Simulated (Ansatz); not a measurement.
```xyz
3

O     0.0007    0.8393   -0.7156
H     0.0000    1.5952   -0.1105
Cl   -0.0001   -0.4883    0.3421
```

Basis set: def2-TZVP (spherical functions). Left uncorrelated: 6 orbitals. Charge 0, multiplicity 1.

Computed with Ansatz (development build ahead of 0.2.0); each method stands on the lowest determinant of its kind that the runs found. Restricted open shells among the atoms or ions are ROHF, correlated in semicanonical orbitals with singles.

**Question.** Give the atomization energy at this shape (free ground-state atoms in the same class of orbitals less the molecule, no zero-point energy) of singlet HClO by RHF-MP2, RHF.

**Answer.**

| method | atomization energy |
| --- | --- |
| RHF-MP2 | 6.95 eV |
| RHF | 3.65 eV |
